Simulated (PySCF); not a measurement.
Telling isomers of CH$_{11}$O$_{2}$PSi$_{3}$ apart by NMR

- structure optimised with GFN2-xTB
- NMR shieldings at PBE0/pcSseg-1/GIAO
- code: PySCF 2.14
- non-relativistic, rapidly exchanging positions averaged, one computed conformer, isolated molecule

Scale: TMS for $^{1}$H, $^{13}$C (reference shieldings calculated alike). Splittings of carbon signals by F and P are missing where no couplings were computed. Where no couplings were computed, multiplicities follow the n + 1 count of equivalent neighbours, and m marks all less simple cases (inequivalent or close neighbours, rings, F or P nearby). Shifts are as computed. Against solution values, carbons near 30 ppm lie about +3 ppm off and those near 130 ppm about +5 ppm. Of 1211 compounds with measured shifts, 218 miss one by over three times the rms of a fit or turn the order of signals round; such compounds aren't used in these exercises.

(1) Tabulate the signals of `CO[Si@H](O[SiH3])[SiH2]P`, `C[Si@H](P)O[SiH2]O[SiH3]`, `C[SiH2]O[Si@@H](P)O[SiH3]`, `[SiH3]O[SiH2]OC[SiH2]P` and their relative energies.

(2) What is the quickest way to tell CO[Si@H](O[SiH3])[SiH2]P from C[Si@H](P)O[SiH2]O[SiH3]?

(3) What is the quickest way to tell CO[Si@H](O[SiH3])[SiH2]P from C[SiH2]O[Si@@H](P)O[SiH3]?

(4) What is the quickest way to tell C[SiH2]O[Si@@H](P)O[SiH3] from [SiH3]O[SiH2]OC[SiH2]P?

Results:

(1) 
```tsv
SMILES	carbon types	δC	δH	E rel. (kcal/mol)
CO[Si@H](O[SiH3])[SiH2]P	1×CH3	53.0	5.44 (m, 1H), 5.22 (s, 3H), 3.98 (s, 3H), 3.88 (m, 1H), 3.56 (m, 1H), 1.31 (m, 2H)	43.6
C[Si@H](P)O[SiH2]O[SiH3]	1×CH3	4.7	6.11 (m, 1H), 5.21 (s, 3H), 4.94 (m, 1H), 4.89 (m, 1H), 1.12 (m, 2H), 0.55 (m, 3H)	0.0
C[SiH2]O[Si@@H](P)O[SiH3]	1×CH3	1.5	5.55 (m, 1H), 5.36 (m, 1H), 5.24 (s, 3H), 5.21 (m, 1H), 1.11 (m, 2H), 0.55 (m, 3H)	0.8
[SiH3]O[SiH2]OC[SiH2]P	1×CH2	57.0	5.12 (s, 3H), 4.76 (s, 2H), 4.73 (m, 2H), 4.24 (m, 2H), 0.90 (m, 2H)	49.6
```

Energies are electronic energies at PBE0/pcSseg-1 on these geometries, without zero-point or thermal terms, each for the one conformer computed, which needn't be the lowest.

(2) Both give the same number of carbon signals, with the same numbers of each carbon type, so the positions decide. The first has a methyl carbon bonded to O (CH3) at 53.0 ppm, the second a methyl carbon bonded to Si (CH3) at 4.7 ppm. In the proton spectra the most deshielded non-exchanging signals are 5.44 (m, 1H) and 6.11 (m, 1H).

(3) Both give the same number of carbon signals, with the same numbers of each carbon type, so the positions decide. The first has a methyl carbon bonded to O (CH3) at 53.0 ppm, the second a methyl carbon bonded to Si (CH3) at 1.5 ppm.

(4) Both give the same number of carbon signals, but DEPT or the intensities differ. The first has a methyl carbon bonded to Si (CH3) at 1.5 ppm, the second an sp3 CH2 bonded to O and Si at 57.0 ppm. In the proton spectra the most deshielded non-exchanging signals are 5.55 (m, 1H) and 5.12 (s, 3H).
